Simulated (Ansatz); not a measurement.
Cartesian coordinates in Å:
```
Br -0.845 -1.287 0.847
C 0.056 0.169 0.153
Br 1.180 -0.023 -1.301
H -0.391 1.141 0.302
```

The species carries charge 0 and has multiplicity 2.

(1) List the CAM-B3LYP/def2-TZVPP orbital energies in eV (the Gaussian-basis code of Ansatz). (Best estimate.)

Results:

(1) The calculation gave: α occupied: -13141.67, -13141.67, -1703.15, -1703.15, -1534.92, -1534.92, -1534.84, -1534.84, -1534.82, -1534.82, -281.81, -239.24, -239.24, -180.22, -180.22, -179.95, -179.95, -179.90, -179.90, -74.55, -74.55, -74.48, -74.48, -74.45, -74.44, -74.22, -74.22, -74.22, -74.22, -25.98, -23.99, -19.37, -14.60, -13.52, -12.55, -10.40, -10.26, -9.87, -7.63. α empty: 0.27, 2.13, 2.89, 4.43, 5.35, 6.67, 7.13, 7.21. β occupied: -13141.66, -13141.66, -1703.14, -1703.14, -1534.92, -1534.92, -1534.82, -1534.82, -1534.82, -1534.82, -281.41, -239.23, -239.23, -180.23, -180.23, -179.91, -179.91, -179.90, -179.90, -74.55, -74.55, -74.46, -74.46, -74.45, -74.45, -74.20, -74.20, -74.20, -74.20, -25.62, -23.88, -18.63, -14.34, -13.31, -11.41, -10.21, -9.97, -9.81. β empty: -1.26, 0.67, 2.38, 2.99, 4.49, 5.41, 6.96, 7.15. ⟨S²⟩ = 0.756.
